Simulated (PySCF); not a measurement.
Computed shifts of a molecule C4H2BrCl, PBE/pcSseg-1 in PySCF, GIAO, gas phase, atoms alike by connectivity averaged where their shifts nearly agree, in ppm (number of nuclei): ¹³C: 160.4 (1), 120.0 (1), 98.1 (1), 85.1 (1). ¹H: 6.24 (1), 3.85 (1). References: ¹³C against TMS (σ = 182.0 ppm); ³⁵Cl against HCl (σ = 936.5 ppm); ¹H against TMS (σ = 31.49 ppm), references at their B3LYP-D3(BJ)/def2-TZVP geometries, non-relativistic (without spin–orbit terms, shifts of atoms bonded to Cl or Br come out too high). Coordinates come from a B3LYP-D3(BJ)/def2-SVP optimisation. Other conformers were not sampled.

### Question
Identify the compound among the candidates.
A. C#C/C(Br)=C\Cl
B. C#C/C=C(/Cl)Br
C. C#C/C(Cl)=C\Br

### Answer
B, C#C/C=C(/Cl)Br
